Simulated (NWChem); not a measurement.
System: CBF2NO; SMILES O=C=NB(F)F

Here is an NWChem input.

```
start job
memory heap 200 mb stack 900 mb global 1100 mb
geometry units angstroms noautoz
  B      0.039523    -0.957817     0.000000
  F      0.961310    -1.903122     0.000000
  F     -1.236205    -1.316531     0.000000
  N      0.429034     0.407233     0.000000
  C      0.067461     1.562222     0.000000
  O     -0.184003     2.706345     0.000000
end
basis spherical
  B library def2-svpd
  F library def2-svpd
  N library def2-svpd
  C library def2-svpd
  O library def2-svpd
end
dft
  xc pbe0
  iterations 150
  vectors input atomic output neutral.movecs
end
task dft energy
charge 1
dft
  odft
  mult 2
  vectors input atomic output cation.movecs
end
task dft energy
charge -1
dft
  odft
  mult 2
  vectors input atomic output anion.movecs
end
task dft energy
```

The geometry was optimised at B3LYP/6-31G* (spherical d).

Ions are spin-unrestricted doublets at the neutral geometry; other ion states weren't tried.

Question: What results follow from this input? (PBE0/def2-SVPD, vertical spin-unrestricted ions.) Quantities: vertical ionisation energy, ΔSCF (eV); −ε(HOMO) (eV).

Answer: vertical ionisation energy, ΔSCF (eV): 12.35
−ε(HOMO) (eV): 9.85
